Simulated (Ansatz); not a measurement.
The pair A = H2S (SMILES S) (first 3 atoms), B = CH3Cl (SMILES CCl); geometry from B3LYP-D3(BJ)/def2-TZVP.
(charge 0, multiplicity 1):
```xyz
8

S     -1.993    -0.387    -0.438
H     -1.264     0.644    -0.893
H     -0.909    -1.013     0.055
C     -0.393    -0.154     3.090
Cl     0.768    -1.186     2.183
H     -0.788    -0.738     3.916
H      0.144     0.715     3.455
H     -1.186     0.136     2.406
```

Cores are frozen in the correlated methods.

Programs: Ansatz (a quantum-chemistry and plane-wave program). Values without a source in brackets are computed.

Total energies (hartree), monomers frozen at their geometry in the pair:

```tsv
structure	HF/aug-cc-pV(D+d)Z	PBE/def2-TZVPPD	CCSD(T)/aug-cc-pV(D+d)Z
AB	-897.8265050	-899.1245150	-898.3642165
A in the pair's basis	-398.7023872	-399.2293485	-398.8887908
B in the pair's basis	-499.1242572	-499.8923288	-499.4725667
A	-398.7021886	-399.2292799	-398.8879180
B	-499.1240232	-499.8922831	-499.4716521
```

**Question.** Work out the interaction energy without and with the counterpoise correction, and the superposition error, for each level.

**Answer.** 
E(AB) − E(A) − E(B), times 627.509 kcal/mol, with the monomers in their own basis and then in the pair's basis:
- HF/aug-cc-pV(D+d)Z: -0.18 uncorrected, 0.09 corrected; the monomers gain 0.27 kcal/mol from borrowed functions
- PBE/def2-TZVPPD: -1.85 uncorrected, -1.78 corrected; the monomers gain 0.07 kcal/mol from borrowed functions
- CCSD(T)/aug-cc-pV(D+d)Z: -2.92 uncorrected, -1.79 corrected; the monomers gain 1.12 kcal/mol from borrowed functions
